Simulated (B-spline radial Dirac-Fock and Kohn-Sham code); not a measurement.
**La 4p3/2: cross section and angular parameters**

System: atomic lanthanum, [Xe] 5d1 6s2; threshold 196.0 eV (tabulated edge). Calculated with a radial atomic solver, using Dirac-Hartree-Slater photoionisation with a Latter tail; cross sections with all multipoles, angular parameters from the dipole term and its interference with E2.

```
hν (eV)  σ (kb)       β       γ      δ
    213     326  -0.801  -0.030  0.022
    251     307  -0.111  -0.124  0.047
    363     251   0.825   0.116  0.047
    398     234   0.969   0.172  0.040
    400     233   0.976   0.175  0.040
    438     215   1.094   0.214  0.033
    507     185   1.248   0.245  0.023
    551     169   1.319   0.247  0.018
    587     157   1.368   0.242  0.015
    600     153   1.383   0.239  0.014
    609     150   1.393   0.237  0.013
    859       ?       ?       ?      ?
   1100    65.0   1.646   0.048  0.001
   1130    62.2   1.652   0.040  0.001
 1486.9    39.2   1.699  -0.023  0.001
   1680    31.6   1.711  -0.033  0.002
   2190    19.1   1.720  -0.007  0.003
   3720    6.31   1.684   0.248  0.008
   3910    5.65   1.677   0.285  0.009
   4000    5.37   1.674   0.303  0.010
 5414.7    2.66   1.621   0.579  0.017
   6000    2.08   1.599   0.687  0.020
   8040   0.996   1.524   1.023  0.034
 8047.8   0.993   1.524   1.025  0.034
   9520   0.640   1.474   1.234  0.045
  12200   0.326   1.390   1.554  0.068
```

Q: Give the values at 859 eV.

A: σ = 94.9 kb, β = 1.570, γ = 0.136, δ = 0.003.
